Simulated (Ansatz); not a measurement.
```yaml
crystal:
  periodic: [false, false, false]
  atoms:
    - {symbol: Mg, position_ang: [-0.000606, -0.001467, -0.000228]}
    - {symbol: F, position_ang: [-0.796729, -0.079094, 1.632760]}
    - {symbol: F, position_ang: [-0.851909, 0.806619, -1.389172]}
    - {symbol: F, position_ang: [1.649244, -0.726057, -0.243360]}
basis:
  gaussian: {orbitals: 6-31G}
total_charge: -1
magnetization: {spin_polarized: true, initial_magnetization: 0}
hamiltonian: {xc: {name: TPSS}}
scf: {lower_state_search: off}
output: {forces: true}
```

```sh
$ ansatz run in.yaml --threads 4 --pin off --events-out ev --progress --plain --max-ram 3916MiB
```

Output, abridged:

```
Error: YAML parse error: error: line 12 column 19: hamiltonian.xc: no functional is named "TPSS"; the names, which are not case-sensitive, are SVWN5, SPW92, PBE, PBE0, PBEsol, revPBE, revPBE0, RPBE, rPW86-PBE, HSE06, wPBEh, LC-wPBE, HISS, HF, BLYP, B3LYP, B3LYP5, BHLYP, CAM-B3LYP, r2SCAN, r2SCANh, r2SCAN0, r2SCAN50, m-r2SCAN, B97, wB97, wB97X, wB97X-V, B97M-V, wB97M-V, B2PLYP, B2GP-PLYP, PBE0-DH, PBE-QIDH
  --> <input>:12:19
   |
10 | total_charge: -1
11 | magnetization: {spin_polarized: true, initial_magnetization: 0}
12 | hamiltonian: {xc: {name: TPSS}}
   |                   ^ hamiltonian.xc: no functional is named "TPSS"; the names, which are not case-sensitive, are SVWN5, SPW92, PBE, PBE0, PBEsol, revPBE, revPBE0, RPBE, rPW86-PBE, HSE06, wPBEh, LC-wPBE, HISS, HF, BLYP, B3LYP, B3LYP5, BHLYP, CAM-B3LYP, r2SCAN, r2SCANh, r2SCAN0, r2SCAN50, m-r2SCAN, B97, wB97, wB97X, wB97X-V, B97M-V, wB97M-V, B2PLYP, B2GP-PLYP, PBE0-DH, PBE-QIDH
13 | scf: {lower_state_search: off}
14 | output: {forces: true}
   |
```

(1) What is wrong with this run?

Answers

(1) The method's name isn't one that the program takes here. The input was rejected before any iteration.
